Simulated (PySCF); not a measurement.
Ge(F)4 cation (F4Ge), SMILES [F][Ge]([F])([F])[F] (connectivity only; charge and spin as stated), charge +1, multiplicity 2.

Geometry optimised at TPSSh-D3(BJ)/def2-SVP. A frequency run showed that this geometry is not a minimum. The multiplicity is an assumed one; other spin states were not compared. The isomer is the one that the SMILES or the coordinates give; other isomers of the formula were not compared.

Level of theory: TPSSh-D3(BJ)/def2-SVP (PySCF).

Frequencies are harmonic and unscaled.

Modes within 1.5 cm⁻¹ of each other (mostly degenerate sets) share a row, with their intensities summed.

```json
[
 {"mode": "1–2", "ν (cm⁻¹)": "124i", "IR (km/mol)": "21.4", "moving atoms (share of kinetic energy)": "F 63 %, Ge 37 %"},
 {"mode": "3", "ν (cm⁻¹)": "105", "IR (km/mol)": "0.0", "moving atoms (share of kinetic energy)": "F 100 %"},
 {"mode": "4", "ν (cm⁻¹)": "131", "IR (km/mol)": "0.0", "moving atoms (share of kinetic energy)": "F 100 %"},
 {"mode": "5", "ν (cm⁻¹)": "138", "IR (km/mol)": "1.3", "moving atoms (share of kinetic energy)": "F 63 %, Ge 37 %"},
 {"mode": "6", "ν (cm⁻¹)": "552", "IR (km/mol)": "70.6", "moving atoms (share of kinetic energy)": "F 86 %, Ge 14 %"},
 {"mode": "7–8", "ν (cm⁻¹)": "567", "IR (km/mol)": "235.2", "moving atoms (share of kinetic energy)": "F 86 %, Ge 14 %"},
 {"mode": "9", "ν (cm⁻¹)": "668", "IR (km/mol)": "0.0", "moving atoms (share of kinetic energy)": "F 100 %"}
]
```
